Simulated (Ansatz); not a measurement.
Molecule: ZnH (charge +1, singlet). SMILES: [ZnH+]
Coordinates optimised at B3LYP-D3(BJ)/def2-TZVP (Ansatz, a program for electronic structure):
```xyz
2

Zn     0.0000     0.0000    -0.0496
H      0.0000     0.0000     1.4885
```
Charge +1, spin multiplicity 1.

Wanted: vertical triplet-singlet gap, E(triplet) - E(singlet), in eV. Conventions: non-relativistic; six Cartesian d functions in 6-31G* and its kin unless marked 5d; LANL2DZ with its own core potentials from Na on; valence correlation only (noble-gas shells and the d and f shells of earlier blocks); no spin-orbit coupling; open shells spin-unrestricted; each state is the SCF solution reached for its charge and spin. Ab initio and DFT rows: single points at B3LYP-D3(BJ) geometries (Ansatz). The spin state of an ion or metal species was assumed, not searched. Levels can end on unlike triplets.

```csv
level,program,"vertical triplet-singlet gap, E(triplet) - E(singlet) (eV)"
HF/6-31G* with LANL2DZ past Ar,Ansatz,3.10
PBE/6-31G*,Ansatz,3.82
PBE/6-31G* with LANL2DZ past Ar,Ansatz,4.16
B3LYP/STO-3G,Ansatz,-2.44
B3LYP/6-31G*,Ansatz,3.87
B3LYP/6-31G* with LANL2DZ past Ar,Ansatz,4.20
MP2/6-31G*,Ansatz,3.40
B3LYP/def2-TZVPD,Ansatz,3.83
wB97M-V/def2-TZVPD,Ansatz,4.03
```

No value to compare with is used here. The 7 habitual levels span -2.44 (B3LYP/STO-3G) to 4.20 eV (B3LYP/6-31G* with LANL2DZ past Ar); B3LYP/def2-TZVPD gives 3.83.

The levels are drawn from those run, B3LYP/6-31G* more often than the rest, none by its result; runs whose electronic state is in doubt are left out.
